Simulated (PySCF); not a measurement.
Hf(I)4, HfI4, SMILES [Hf]([I])([I])([I])[I], PBE0/def2-SVP optimised geometry.

```
5

Hf    -0.90    -1.27     0.00
I     -1.79    -2.53    -2.19
I      1.78    -1.27     0.00
I     -1.78     1.27     0.00
I     -1.80    -2.53     2.19
```

Density from PBE0/def2-TZVP, def2 effective core potentials past Kr (PySCF) at that geometry. The core electrons that the potentials of Hf, I replace are not part of the density.

Minimum of the electron density along straight lines between bonded atoms, close to the bond critical point (lines longer than 1.1 times the sum of covalent radii, or with two minima, are not listed):

```csv
bond,length / Å,ρ at the minimum / e bohr⁻³,∇²ρ there / e bohr⁻⁵,position (fraction from the first atom)
Hf1–I2,2.682,0.069,0.08,0.45
Hf1–I3,2.682,0.069,0.08,0.45
Hf1–I4,2.682,0.069,0.08,0.45
Hf1–I5,2.682,0.069,0.08,0.45
```
